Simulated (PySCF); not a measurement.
Compound: TcO3(CCH), C2HO3Tc (singlet state).
Bonds: Tc1–O2, Tc1–O3, Tc1–O4, Tc1–C5, C5–C6. Hydrogens: H7 on C6.

Method used: PBE0-D3(BJ)/def2-SVP geometry optimisation, gas phase, def2 core potentials past Kr in PySCF.

(1) How far are the bound atoms from Tc1?

(2) List the angles at Tc1.

(3) What is the shape at Tc1?

(4) What are the other bond lengths?

(5) Give some angles away from the centre.

(6) What are the rotational constants (commonest isotopes, rigid rotor)?

Results:

(1) 4 atoms: O3 1.662 Å, O4 1.662 Å, O2 1.662 Å, C5 1.993 Å. The nearest atom not counted as bound is C6, at 3.21 Å.

(2) 
| angle | degrees | distance of the outer atoms (Å) |
| --- | --- | --- |
| O2–Tc1–O4 | 111.5 | 2.75 |
| O3–Tc1–O4 | 111.4 | 2.74 |
| O2–Tc1–O3 | 111.3 | 2.74 |
| O2–Tc1–C5 | 107.6 | 2.96 |
| O4–Tc1–C5 | 107.5 | 2.95 |
| O3–Tc1–C5 | 107.4 | 2.95 |

(3) Tetrahedral: angles from 107.4° to 111.5°; τ4 = (360° − α − β)/141° = 0.97 with α and β the two widest (0 for a square, 1 for a tetrahedron).

(4) C5–C6 1.220 Å; C6–H7 1.077 Å.

(5) Tc1–C5–C6 179.8°.

(6) A = 4192, B = 2010, C = 2009 MHz: a prolate symmetric top.

Point group: C3v (every atom within 0.08 Å of its image). Charge 0, singlet. Not checked by PBE0-D3(BJ)/def2-SVP frequencies.
